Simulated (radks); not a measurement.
These are the eigenvalues of the occupied orbitals of an atom or ion with whole-number occupations (hartree). Method: non-relativistic Kohn-Sham, LDA (Slater exchange, Perdew-Wang correlation), spin-unpolarised, spherical densities, point nucleus; computed with a radial shooting solver on a logarithmic mesh with Libxc functionals.

orbital  eigenvalue
1s        -254.9099
2s        -30.23227
2p        -26.22070
3s         -4.03782
3p         -2.86499
3d         -0.96290

Which element is it, and in what charge state? The configuration may be excited.

Answer. Z = 26, iron, charge +2: Fe2+ in [Ar] 3d6. The list shows which subshells hold electrons but not how many an open one holds; the 1s level, -254.91 hartree, gives Z - s = 22.6 by -(Z - s)^2/2, which with screening narrows Z to a few neighbours, and the depths of the outer levels then fix element, charge and occupations together.
